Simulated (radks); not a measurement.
Spherical jellium clusters: N electrons in a uniform positive sphere of charge N and radius rs N^(1/3), rs = 4.47 bohr. Method: non-relativistic Kohn-Sham, PBE, spin-polarised, spherical densities; computed with a radial shooting solver with Libxc functionals. Levels are named by radial order and angular momentum (1s, 1p, 1d, 2s, ...), and open shells are averaged over m.

N = 6, configuration 1s2 1p(up 3, down 1). This is the lowest configuration that the search found. Occupied and some empty levels:

level    occupation  eigenvalue (eV)  <r> (bohr)
1s up             1          -4.0080       5.647
1s down           1          -3.6922       5.341
1p up             3          -2.9026       6.744
1p down           1          -2.4612       6.724
1d up             0          -1.5401       7.912
1d down           0          -1.0993       8.156
2s up             0          -1.0504       8.561
2s down           0         -0.90074       8.612

Energy (eV): total -10.3276, kinetic 8.8027, external -141.60, Hartree 69.581, exchange-correlation -19.468, background 72.362.
